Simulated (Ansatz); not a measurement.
`CCCCCCCCCC` with charge +1. The state is a doublet with charge 1. Geometry PBE-D4/def2-SVP, that of the neutral singlet; atoms count from 1.

```xyz
32

C     0.3777   -1.9777   -4.9850
C    -0.0683   -1.7513   -3.5399
C     0.8108   -0.7559   -2.7763
C     0.3749   -0.5243   -1.3270
C     1.2540    0.4818   -0.5761
C     0.8924    0.6801    0.9020
C    -0.4944    1.2911    1.1432
C    -0.7926    1.6410    2.6073
C    -0.8561    0.4410    3.5600
C    -1.2273    0.8282    4.9923
H     0.3617   -1.0310   -5.5651
H    -0.2772   -2.7020   -5.5104
H     1.4149   -2.3716   -5.0300
H    -0.0776   -2.7215   -2.9942
H    -1.1218   -1.3920   -3.5247
H     0.8183    0.2179   -3.3179
H     1.8669   -1.1110   -2.7913
H    -0.6843   -0.1838   -1.3189
H     0.3806   -1.4954   -0.7804
H     1.2115    1.4647   -1.0994
H     2.3141    0.1512   -0.6470
H     0.9709   -0.2983    1.4263
H     1.6565    1.3368    1.3750
H    -1.2824    0.5992    0.7705
H    -0.5879    2.2128    0.5263
H    -1.7612    2.1868    2.6578
H    -0.0249    2.3594    2.9771
H    -1.5934   -0.2950    3.1668
H     0.1216   -0.0884    3.5638
H    -2.2209    1.3225    5.0325
H    -1.2660   -0.0549    5.6619
H    -0.4905    1.5398    5.4209
```

Estimate the Mulliken populations of the heavy atoms from the PBE0/def2-TZVP orbitals of Ansatz.


```
atom  charge (e)  spin (α − β)
  C1       -0.36          0.05
  C2       -0.18          0.08
  C3       -0.22          0.08
  C4       -0.24          0.08
  C5       -0.17          0.09
  C6       -0.21          0.08
  C7       -0.21          0.06
  C8       -0.20          0.07
  C9       -0.23          0.05
 C10       -0.36          0.03
```
Mulliken values depend strongly on the basis.

Where does the spin sit?

Summed by element: C 0.68, H 0.32, of 1 unpaired in all. Largest on single atoms: C5 0.09, C4 0.08, C3 0.08.

And the Mayer bond orders between heavy atoms (over 0.3)?

C1–C2 1.00 (1.53 Å); C2–C3 0.92 (1.53 Å); C3–C4 1.01 (1.53 Å); C4–C5 0.94 (1.53 Å); C5–C6 0.97 (1.53 Å); C6–C7 0.99 (1.53 Å); C7–C8 0.98 (1.53 Å); C8–C9 0.97 (1.53 Å); C9–C10 1.03 (1.53 Å).
